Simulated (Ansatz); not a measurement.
Reaction R1 → P1 + P2, each structure at its B3LYP-D3(BJ)/def2-TZVP stationary point, reached from a drawn start (curvature not checked).
R1, C2H6Te (SMILES C[Te]C) (charge 0, multiplicity 1, Z-matrix in Å and degrees):
```
Te
C 1 2.1599
H 2 1.0867 1 109.55
H 2 1.0868 3 110.84 1 -120.98
H 2 1.0878 3 109.78 4 -121.43
C 1 2.1599 2 94.07 3 -61.02
H 6 1.0867 1 109.55 2 60.93
H 6 1.0868 7 110.84 1 120.98
H 6 1.0878 7 109.78 8 121.43
```
P1, CH3Te (SMILES C[Te]) (charge 0, multiplicity 2):
```json
[
 {"atom": "C", "x (Å)": "-0.2224", "y (Å)": "-0.0022", "z (Å)": "-0.0222"},
 {"atom": "Te", "x (Å)": "1.9362", "y (Å)": "0.0390", "z (Å)": "0.0619"},
 {"atom": "H", "x (Å)": "-0.5513", "y (Å)": "-0.8031", "z (Å)": "-0.6774"},
 {"atom": "H", "x (Å)": "-0.5678", "y (Å)": "-0.1956", "z (Å)": "0.9931"},
 {"atom": "H", "x (Å)": "-0.5947", "y (Å)": "0.9619", "z (Å)": "-0.3554"}
]
```
P2, CH3 (SMILES [CH3]) (charge 0, multiplicity 2):
```xyz
4

C      0.00000    -0.00003     0.00013
H      1.06845    -0.14745     0.02927
H     -0.66113    -0.85164    -0.04260
H     -0.40732     0.99902     0.01320
```

P less R. No zero-point or thermal terms; singlets are restricted closed shells; open shells are unrestricted; no spin–orbit coupling.

Correlated levels freeze the cores. In cc and def2 sets filled d and f shells under p-block atoms count as core.

The values were computed with Ansatz (a program for electronic structure) with Gaussian orbitals. No computed number here is a measurement. Elements past Kr take the def2 small-core potentials, without spin–orbit coupling.

Total energies in hartree:

```json
[
 {"structure": "R1", "PBE/def2-TZVPP": "-347.746457", "B3LYP/def2-TZVPP": "-347.969997", "CCSD(T)/def2-QZVPP": "-346.853876"},
 {"structure": "P1", "PBE/def2-TZVPP": "-307.857935", "B3LYP/def2-TZVPP": "-308.020062", "CCSD(T)/def2-QZVPP": "-306.983642"},
 {"structure": "P2", "PBE/def2-TZVPP": "-39.788963", "B3LYP/def2-TZVPP": "-39.859898", "CCSD(T)/def2-QZVPP": "-39.772674"}
]
```

Task: Work out the reaction energy at each level in kcal/mol (1 hartree = 627.50947 kcal/mol), and say how far PBE/def2-TZVPP lies from CCSD(T)/def2-QZVPP.

Result: 
- PBE/def2-TZVPP: (-307.857935) + (-39.788963) − (-347.746457) = 0.099559 hartree = 62.47 kcal/mol
- B3LYP/def2-TZVPP: (-308.020062) + (-39.859898) − (-347.969997) = 0.090037 hartree = 56.50 kcal/mol
- CCSD(T)/def2-QZVPP: (-306.983642) + (-39.772674) − (-346.853876) = 0.097560 hartree = 61.22 kcal/mol
PBE/def2-TZVPP less CCSD(T)/def2-QZVPP: 1.25 kcal/mol. CCSD(T)/def2-QZVPP is the level counted from, the highest shown, and no exact or measured value.
